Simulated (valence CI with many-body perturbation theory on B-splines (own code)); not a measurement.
# Which ion has this spectrum?

A relativistic CI+MBPT calculation for an atom or ion with 7 electrons gives these levels (eV):

```tsv
J	Parity	E	g
3/2	odd	0.0	1.36
3/2	odd	350.9	1.44
5/2	odd	371.2	1.18
1/2	odd	403.4	0.64
5/2	even	574.6	1.48
1/2	even	645.0	2.09
3/2	even	646.6	1.20
3/2	odd	755.5	1.28
3/2	even	946.0	1.56
5/2	even	979.0	1.28
1/2	even	1017.0	1.41
3/2	even	1028.1	1.05
3/2	odd	1275.3	1.32
1/2	even	1385.2	1.77
```

The energies are calculated, and their last digits are not significant.

Question: Which is it?
A. Cs48+
B. Xe47+
C. La50+
D. Te45+

Answer: A. Cs48+, ground level (2s^2 2p1/2^2 2p3/2) J=3/2.
